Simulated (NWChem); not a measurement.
# BSiH4OCl; SMILES ClB([SiH3])O

```xyz
8

B      0.4388    -0.0998     0.0055
Cl    -0.6035    -1.5443     0.0705
O      1.7702    -0.2570    -0.0388
H      2.0477    -1.1836    -0.0305
Si    -0.4174     1.7376     0.0006
H      0.5983     2.8329    -0.0569
H     -1.2432     1.9108     1.2367
H     -1.3298     1.8643    -1.1791
```
Atoms are numbered in this order, from 1.

Computed with NWChem. Pople sets run with spherical d functions. STO-3G and 3-21G are far too small for this property and stand as cheap habits. Coordinates come from a PBE0/def2-SVP optimisation. GIAO values for the isolated, static molecule; σ is the absolute isotropic shielding, δ = σ(reference) − σ with the isolated reference molecule computed at the same levels (11B: boron trifluoride, 1H: tetramethylsilane, 17O: water, 29Si: tetramethylsilane).

```tsv
level	δ B1 (ppm)	σ Cl2 (ppm)	δ O3 (ppm)	δ H4 (ppm)	δ Si5 (ppm)	δ H6 (rotor mean) (ppm)	relative time
LDA (Slater exchange, VWN5)/pcSseg-1	38.0	633.5	245.5	6.48	-121.3	3.72	7
PBE/pcSseg-1	35.4	659.6	232.2	6.28	-112.4	3.60	9
Hartree-Fock/STO-3G	47.8	1048.2	102.1	5.46	-85.8	1.58	1
PBE0/pcSseg-1	36.2	698.1	218.1	6.11	-105.6	3.58	10
Hartree-Fock/6-31G*	40.5	828.4	151.4	5.23	-71.7	3.74	8
```

The last column is a rough cost ratio, cheapest run = 1.
